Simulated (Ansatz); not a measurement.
C2H9BSi2, SMILES `[SiH3][SiH]1CBC1`. Total charge 0; spin multiplicity 1. The geometry is a stationary point of PBE0-D4/def2-TZVP.

```xyz
14

Si   -0.916   -0.730    1.906
Si   -0.690    0.249   -0.198
C     0.768    1.482   -0.460
B     1.385    0.115   -0.860
C     0.280   -0.734   -1.543
H    -1.888   -1.856    1.856
H     0.401   -1.252    2.359
H    -1.405    0.268    2.897
H    -1.984    0.781   -0.702
H     1.212    2.095    0.318
H     0.361    2.098   -1.267
H     2.299   -0.379   -0.262
H    -0.172   -0.322   -2.450
H     0.350   -1.815   -1.594
```

Task: What is the dipole moment at PBE/def2-TZVPP? (Best estimate.)

Result: Ansatz gave: 0.92 D, with components (-0.73, 0.37, -0.43) D in this frame, pointing from negative to positive charge.

Task: And with r2SCAN, B3LYP, ωB97M-V? (An estimate is asked.)

Result: Ansatz gave: r2SCAN 0.90 D, B3LYP 0.88 D, ωB97M-V 0.88 D.

Task: Give the Mulliken charges with PBE, B3LYP, r2SCAN in def2-TZVPP. (Best estimate.)

Result: Ansatz gave: 
```json
{"atom": "Si1", "PBE": "0.09", "B3LYP": "0.14", "r2SCAN": "0.17"}
{"atom": "Si2", "PBE": "0.12", "B3LYP": "0.20", "r2SCAN": "0.20"}
{"atom": "C3", "PBE": "-0.26", "B3LYP": "-0.33", "r2SCAN": "-0.29"}
{"atom": "B4", "PBE": "0.06", "B3LYP": "0.10", "r2SCAN": "0.12"}
{"atom": "C5", "PBE": "-0.26", "B3LYP": "-0.33", "r2SCAN": "-0.29"}
{"atom": "H6", "PBE": "-0.04", "B3LYP": "-0.06", "r2SCAN": "-0.06"}
{"atom": "H7", "PBE": "-0.03", "B3LYP": "-0.05", "r2SCAN": "-0.05"}
{"atom": "H8", "PBE": "-0.04", "B3LYP": "-0.06", "r2SCAN": "-0.06"}
{"atom": "H9", "PBE": "-0.05", "B3LYP": "-0.06", "r2SCAN": "-0.08"}
{"atom": "H10", "PBE": "0.09", "B3LYP": "0.10", "r2SCAN": "0.07"}
{"atom": "H11", "PBE": "0.12", "B3LYP": "0.12", "r2SCAN": "0.11"}
{"atom": "H12", "PBE": "0.00", "B3LYP": "0.01", "r2SCAN": "-0.01"}
{"atom": "H13", "PBE": "0.12", "B3LYP": "0.12", "r2SCAN": "0.11"}
{"atom": "H14", "PBE": "0.09", "B3LYP": "0.10", "r2SCAN": "0.07"}
```

B3LYP here is the variant with VWN-RPA as its local correlation; programs differ in this.
